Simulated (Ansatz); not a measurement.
Consider the ligand exchange at a Ga–N bond: `[NH2][GaH][O][SiH3]` + HBr → `[SiH3][O][GaH][Br]` + NH₃.

Program: Ansatz. Geometries: PBE0-D4/def2-TZVP. ΔE: electronic, gas phase. CBS: MP2 limit from def2 TZ/QZ plus the TZ coupled-cluster correction, frozen cores. This one scheme is used for every species. Functionals use def2-TZVPP. B3LYP here is the variant with VWN-RPA as its local correlation; programs differ in this. HSE06 is defined as in plane-wave codes. For Br, Ga outer-core shells are correlated without core-valence functions, which leaves a few kJ/mol of doubt a bond. Scalar relativity is left out up to krypton. Each species was taken in one conformer, which may not be the lowest.

`[NH2][GaH][O][SiH3]`:

Z-matrix (Å, degrees):
```
Si
O 1 1.625
H 1 1.489 2 110.2
H 1 1.489 2 110.2 3 119.7
H 1 1.493 2 111.6 3 -120.1
Ga 2 1.786 1 139.8 3 120.1
N 6 1.801 2 112.1 1 179.6
H 6 1.548 2 121.1 1 -0.5
H 7 1.004 6 124.5 2 180.0
H 7 1.005 6 122.7 2 -0.0
```

HBr:

```xyz
2

Br    0.187    0.143   -0.670
H    -0.187   -0.143    0.670
```

`[SiH3][O][GaH][Br]`:

Z-matrix (Å, degrees):
```
Si
O 1 1.640
H 1 1.488 2 111.0
H 1 1.488 2 111.0 3 120.8
H 1 1.485 2 108.0 3 -119.6
Ga 2 1.768 1 137.3 3 -59.5
Br 6 2.282 2 114.8 1 0.0
H 6 1.543 2 121.4 1 180.0
```

NH₃:

```xyz
4

N    -0.168   -0.106    0.200
H    -0.558   -0.236   -0.725
H    -0.019    0.888    0.323
H     0.744   -0.546    0.203
```

```json
{"level": "LDA (SPW92)", "ΔE (kJ/mol)": "-78.7", "difference from CCSD(T)/CBS": "8.2"}
{"level": "PBE-D4", "ΔE (kJ/mol)": "-90.4", "difference from CCSD(T)/CBS": "-3.5"}
{"level": "revPBE-D4", "ΔE (kJ/mol)": "-89.9", "difference from CCSD(T)/CBS": "-3.0"}
{"level": "r2SCAN-D4", "ΔE (kJ/mol)": "-91.5", "difference from CCSD(T)/CBS": "-4.6"}
{"level": "B97M-V", "ΔE (kJ/mol)": "-92.4", "difference from CCSD(T)/CBS": "-5.5"}
{"level": "PBE0-D4", "ΔE (kJ/mol)": "-93.9", "difference from CCSD(T)/CBS": "-7.0"}
{"level": "B3LYP-D4", "ΔE (kJ/mol)": "-90.6", "difference from CCSD(T)/CBS": "-3.7"}
{"level": "HSE06-D4", "ΔE (kJ/mol)": "-94.4", "difference from CCSD(T)/CBS": "-7.5"}
{"level": "CAM-B3LYP-D4", "ΔE (kJ/mol)": "-84.6", "difference from CCSD(T)/CBS": "2.3"}
{"level": "ωB97X-V", "ΔE (kJ/mol)": "-88.9", "difference from CCSD(T)/CBS": "-2.0"}
{"level": "ωB97M-V", "ΔE (kJ/mol)": "-90.4", "difference from CCSD(T)/CBS": "-3.5"}
{"level": "B2PLYP", "ΔE (kJ/mol)": "-88.4", "difference from CCSD(T)/CBS": "-1.5"}
{"level": "PBE-QIDH", "ΔE (kJ/mol)": "-92.9", "difference from CCSD(T)/CBS": "-6.0"}
{"level": "PBE", "ΔE (kJ/mol)": "-89.2", "difference from CCSD(T)/CBS": "-2.3"}
{"level": "revPBE", "ΔE (kJ/mol)": "-91.4", "difference from CCSD(T)/CBS": "-4.5"}
{"level": "BLYP", "ΔE (kJ/mol)": "-85.7", "difference from CCSD(T)/CBS": "1.2"}
{"level": "r2SCAN", "ΔE (kJ/mol)": "-91.4", "difference from CCSD(T)/CBS": "-4.5"}
{"level": "PBE0", "ΔE (kJ/mol)": "-92.7", "difference from CCSD(T)/CBS": "-5.8"}
{"level": "B3LYP", "ΔE (kJ/mol)": "-88.4", "difference from CCSD(T)/CBS": "-1.5"}
{"level": "r2SCANh", "ΔE (kJ/mol)": "-92.5", "difference from CCSD(T)/CBS": "-5.6"}
{"level": "r2SCAN0", "ΔE (kJ/mol)": "-94.1", "difference from CCSD(T)/CBS": "-7.2"}
{"level": "HSE06", "ΔE (kJ/mol)": "-93.1", "difference from CCSD(T)/CBS": "-6.2"}
{"level": "BHLYP", "ΔE (kJ/mol)": "-92.4", "difference from CCSD(T)/CBS": "-5.5"}
{"level": "LC-ωPBE", "ΔE (kJ/mol)": "-83.3", "difference from CCSD(T)/CBS": "3.6"}
{"level": "RPA@PBE/def2-TZVPP", "ΔE (kJ/mol)": "-82.2", "difference from CCSD(T)/CBS": "4.7"}
{"level": "HF/def2-SVP", "ΔE (kJ/mol)": "-95.2", "difference from CCSD(T)/CBS": "-8.3"}
{"level": "MP2/def2-SVP", "ΔE (kJ/mol)": "-83.3", "difference from CCSD(T)/CBS": "3.6"}
{"level": "CCSD/def2-SVP", "ΔE (kJ/mol)": "-81.8", "difference from CCSD(T)/CBS": "5.1"}
{"level": "CCSD(T)/def2-SVP", "ΔE (kJ/mol)": "-81.0", "difference from CCSD(T)/CBS": "5.9"}
{"level": "HF/def2-TZVPP", "ΔE (kJ/mol)": "-100.6", "difference from CCSD(T)/CBS": "-13.7"}
{"level": "MP2/def2-TZVPP", "ΔE (kJ/mol)": "-88.5", "difference from CCSD(T)/CBS": "-1.6"}
{"level": "SCS-MP2/def2-TZVPP", "ΔE (kJ/mol)": "-87.1", "difference from CCSD(T)/CBS": "-0.2"}
{"level": "CCSD/def2-TZVPP", "ΔE (kJ/mol)": "-87.1", "difference from CCSD(T)/CBS": "-0.2"}
{"level": "CCSD(T)/def2-TZVPP", "ΔE (kJ/mol)": "-86.8", "difference from CCSD(T)/CBS": "0.1"}
{"level": "HF/def2-QZVPP", "ΔE (kJ/mol)": "-99.2", "difference from CCSD(T)/CBS": "-12.3"}
{"level": "MP2/def2-QZVPP", "ΔE (kJ/mol)": "-88.1", "difference from CCSD(T)/CBS": "-1.2"}
{"level": "SCS-MP2/def2-QZVPP", "ΔE (kJ/mol)": "-86.7", "difference from CCSD(T)/CBS": "0.2"}
{"level": "HF/CBS(def2)", "ΔE (kJ/mol)": "-99.0", "difference from CCSD(T)/CBS": "-12.1"}
{"level": "MP2/CBS(def2)", "ΔE (kJ/mol)": "-88.7", "difference from CCSD(T)/CBS": "-1.8"}
{"level": "CCSD/CBS(def2)", "ΔE (kJ/mol)": "-87.3", "difference from CCSD(T)/CBS": "-0.4"}
{"level": "CCSD(T)/CBS", "ΔE (kJ/mol)": "-86.9", "difference from CCSD(T)/CBS": "0"}
```

Problem. What do rigid-rotor, harmonic-oscillator terms from PBE0-D4/def2-TZVP frequencies (298.15 K, 1 bar) make of the CCSD(T)/CBS value? (Best estimate.)

Solution. Computed: ΔZPE = +10.8 kJ/mol, ΔH = -76.5 kJ/mol, ΔS = -1 J/(mol·K), ΔG = -76.3 kJ/mol. Modes under 50 cm⁻¹ make the entropy rough.

Largest T1 diagnostic among the species: 0.013.

From PBE to PBE0 (25 % exact exchange), in def2-TZVPP and without D4, ΔE moves by −3.5 kJ/mol. In def2-TZVPP, CCSD(T) changes the Hartree–Fock value by +13.8 kJ/mol (the triples alone add +0.4 kJ/mol) and MP2 by +12.1 kJ/mol.
